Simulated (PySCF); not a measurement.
Method: PBE-D3(BJ)/def2-TZVP // B3LYP-D3(BJ)/def2-TZVP in PySCF. Isolated molecules, 0 K electronic values unless said otherwise. One relaxed conformer stands for a flexible species; it need not be the lowest. 

Reference species (SMILES): `N(C=C)=C` (C–C–N–C torsion 180°) (neutral, multiplicity 1).

- S1 oscillator strength: 0.001
- LUMO: -2.26 eV

Changed species: `CCC#N`.

Task: What does the change do to the S1 oscillator strength and LUMO?

Result: the S1 oscillator strength is nearly the same; the LUMO increases by 1.83 eV, to -0.43 eV.
